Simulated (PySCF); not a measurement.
Al(H)(Me)(NMe2), SMILES [CH3][AlH][N](C)C (C3H10AlN) (GFN2-xTB optimised geometry):

```
15

Al     0.571    -0.447     0.000
H      2.113    -0.447     0.000
C     -0.501    -2.121     0.003
H      0.142    -3.006     0.070
H     -1.105    -2.238    -0.904
H     -1.200    -2.172     0.845
N     -0.111     1.220     0.000
C     -1.515     1.577    -0.002
C      0.758     2.383     0.002
H     -1.780     2.163     0.887
H     -1.775     2.170    -0.887
H     -2.113     0.664    -0.007
H      0.596     3.005    -0.887
H      0.592     3.006     0.889
H      1.796     2.037     0.004
```

Level of theory: PBE0/def2-TZVP (PySCF 2.14.0).

**Question.** What are the frontier orbital energies and the dipole moment?

**Answer.** HOMO-2 -8.84 eV, HOMO-1 -7.92 eV, HOMO -6.25 eV, LUMO -0.36 eV, LUMO+1 0.55 eV; dipole moment 0.84 D.

Meta-Löwdin charges at PBE0/def2-TZVP: Al1 0.68, H2 -0.17, C3 -0.66, H4 0.13, H5 0.13, H6 0.13, N7 -0.41, C8 -0.23, C9 -0.23, H10 0.10, H11 0.10, H12 0.11, H13 0.10, H14 0.10, H15 0.12.
